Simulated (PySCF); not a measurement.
Isomers of C8H7Cl. Computed with PBE0-D3(BJ)/def2-SVP geometry optimisation, gas phase in PySCF 2.14.0. Energies are electronic, without zero-point or thermal terms, for one conformer each. No frequencies were run at this level. Point groups hold within 0.08 Å.

Question: Order them by energy at this level, lowest first, and give relative energies in kcal/mol.
A. `Clc1cccc2c1CC2`
B. `[CH2:1]=[CH:2][c:3]1[cH:4][cH:5][cH:6][c:7]([Cl:8])[cH:9]1` with C1–C2–C3–C4 180°
C. `[CH2:1]=[CH:2][c:3]1[cH:4][cH:5][c:6]([Cl:7])[cH:8][cH:9]1` with C1–C2–C3–C4 180°
D. `[Cl:1][C:2]1=[CH:3]/[CH:4]=[CH:5]\[CH:6]=[CH:7]/[CH:8]=[CH:9]\1` with C2–C3–C4–C5 -55°, C4–C5–C6–C7 55°, C6–C7–C8–C9 -55°, Cl1–C2–C9–C8 -127°

Answer: C (0.0), B (0.1), A (5.5), D (38.8).

As drawn, the lowest has an aromatic ring, which the highest lacks. Neighbours under 2.5 kcal/mol apart (C=Cc1ccc(Cl)cc1 and C=Cc1cccc(Cl)c1) can change places with a better method, another conformer or zero-point energy.

| SMILES | E (Eh) | E rel (kcal/mol) | dipole (D) | point group | A, B, C (MHz) |
| --- | --- | --- | --- | --- | --- |
| C=Cc1ccc(Cl)cc1 | -768.37618 | 0.0 | 1.44 | Cs | 5018, 690.3, 606.8 |
| C=Cc1cccc(Cl)c1 | -768.37605 | 0.1 | 1.56 | Cs | 2318, 959.6, 678.7 |
| Clc1cccc2c1CC2 | -768.36742 | 5.5 | 1.68 | Cs | 2181, 1286, 817.5 |
| ClC1=C/C=C\C=C/C=C\1 | -768.31438 | 38.8 | 1.71 | C1 | 2496, 1043, 823.7 |

As an exercise, what shares would exp(−E/RT) give at 1000 K from these electronic energies alone (no entropy, no degeneracies)?

RT = 1.987 kcal/mol: C=Cc1ccc(Cl)cc1 49.4 %, C=Cc1cccc(Cl)c1 47.5 %, Clc1cccc2c1CC2 3.1 %, ClC1=C/C=C\C=C/C=C\1 under 0.1 %.
